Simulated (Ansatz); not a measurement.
Basis sets compared for the cluster Cs₃Br₂. Total charge 0; doublet. Geometry PBE0-D4/def2-SVP. Ansatz on 4 threads of AMD EPYC 7B13 on a shared host; times are rough, and most runs start from earlier orbitals.

```
atom   x (Å)   y (Å)   z (Å)
 Cs1   0.128  -3.462   0.763
 Cs2   2.755   0.956   2.021
 Cs3  -1.711   1.481  -1.630
 Br4   0.856   2.859   0.042
 Br5  -2.028  -1.835  -1.196
```

In the def2 sets Cs takes a core potential; there is no spin–orbit coupling. Another isomer (doublet) lies 0.23 eV lower at PBE0-D4/def2-TZVP; other spin states weren't run for this one.

Binding counts from free atoms (Cs doublet, Br doublet) in the same basis, without a counterpoise term.

```tsv
level	functions	energy (Eh)	HOMO (eV)	LUMO (eV)	binding per atom (eV)	wall time
PBE-D4/def2-SVP	136	-5207.6207	-2.20	-1.77	1.99	3.8 s
PBE0-D4/def2-SVP	136	-5207.7854	-2.55	-1.23	2.00	7 s
```

Question: Estimate the rows for PBE-D4/def2-TZVP (with forces), PBE0-D4/def2-TZVP.

Answer: 
```tsv
level	functions	energy (Eh)	HOMO (eV)	LUMO (eV)	binding per atom (eV)	wall time
PBE-D4/def2-TZVP (with forces)	183	-5208.2473	-2.19	-1.73	1.98	6 s
PBE0-D4/def2-TZVP	183	-5208.4101	-2.56	-1.18	1.99	9 s
```
